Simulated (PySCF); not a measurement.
This PySCF input asks for the NMR shieldings of `FCCC([SiH3])([SiH3])C(Cl)Cl`, C₄H₁₁Cl₂FSi₂; the geometry comes from GFN2-xTB.

```python
import basis_set_exchange as bse
import numpy as np
from pyscf import gto, dft
from pyscf.prop import nmr

atoms = """
F     1.619220    2.086477    0.113904
C     1.911110    0.977072   -0.647706
C     1.242652   -0.265724   -0.076836
C    -0.286386   -0.212177    0.046142
Si   -0.843771   -1.905150    0.770236
Si   -0.857097    1.221648    1.205817
C    -0.910744    0.034077   -1.297985
Cl   -2.674362    0.141087   -1.161956
Cl   -0.524790   -1.247981   -2.493661
H     3.000675    0.868578   -0.634054
H     1.583093    1.198995   -1.667282
H     1.540621   -1.100997   -0.716768
H     1.656674   -0.442940    0.917800
H    -0.234208   -1.997444    2.097748
H    -0.327392   -2.985620   -0.068106
H    -2.294901   -1.976306    0.877212
H    -2.153964    0.860224    1.778306
H     0.131352    1.328139    2.272971
H    -0.990075    2.458621    0.443618
H    -0.592857    0.970099   -1.762437
"""
names = dict.fromkeys(["F", "C", "Si", "Cl", "H"], "pcSseg-1")
basis = {el: gto.basis.parse(bse.get_basis(n, elements=[el], fmt="nwchem")) for el, n in names.items()}
mol = gto.M(atom=atoms, basis=basis, charge=0, verbose=0)
mf = dft.RKS(mol, xc="PBE0")
mf.grids.level = 2
mf.grids.alignment = dft.numint.BLKSIZE   # the property module wants whole blocks of grid points
mf.conv_tol = 1e-9
mf.kernel()

calc = nmr.RKS(mf)   # GIAO
C = mf.mo_coeff
Co = C[:, mf.mo_occ > 0]
resp = mf.gen_response(singlet=True, hermi=2)
def vind(x):   # induced exchange potential for any number of trial vectors
    d = np.einsum("pi,xij,qj->xpq", C, 2 * x.reshape(-1, C.shape[1], Co.shape[1]), Co, optimize=True)
    return np.einsum("xpq,pi,qj->xij", resp(d - d.transpose(0, 2, 1)), C, Co, optimize=True).ravel()
mo1, _ = nmr.rhf.solve_mo1(calc, with_cphf=vind)
sigma = calc.kernel(mo1)
for i, s in enumerate(sigma):   # ppm
    print("%2d %-2s %9.2f" % (i, mol.atom_pure_symbol(i), np.trace(s) / 3))
```

Task: What does it print?

Result: 
```
 0 F     416.05
 1 C     104.42
 2 C     149.56
 3 C     159.80
 4 Si    415.51
 5 Si    403.28
 6 C      95.25
 7 Cl    663.05
 8 Cl    684.26
 9 H      26.84
10 H      26.83
11 H      29.80
12 H      29.55
13 H      28.20
14 H      27.35
15 H      27.20
16 H      27.62
17 H      27.85
18 H      27.73
19 H      25.32
```

These numbers come from an equivalent density-fitted implementation of the same equations, which agrees with the script to about 0.01 ppm for H and up to a few tenths of a ppm for heavy atoms, so last digits may differ.

Task: Turn these shieldings into chemical shifts. References, each an isolated molecule treated in the same way: CFCl3 for 19F (σ = 170.95 ppm); 13C (σ = 186.93 ppm), 29Si (σ = 349.16 ppm), 1H (σ = 31.72 ppm) against TMS; HCl for 35Cl (σ = 949.78 ppm).

Result: Averaging equivalent atoms: F 0: -245.1; C 6: 91.7; C 1: 82.5; C 2: 37.4; C 3: 27.1; Si 4/5: -60.2; Cl 7/8: 276; H 19: 6.40; H 9/10: 4.89; H 13/14/15/16/17/18: 4.06; H 11/12: 2.04 ppm. Unscaled 19F shifts against computed CFCl3 carry errors that often reach 10 to 50 ppm.

Size and cost of the density-fitted run: 236 basis functions, 97 s wall time on 1 thread of an Arm Neoverse N1, shared host; peak memory 1.1 GiB.
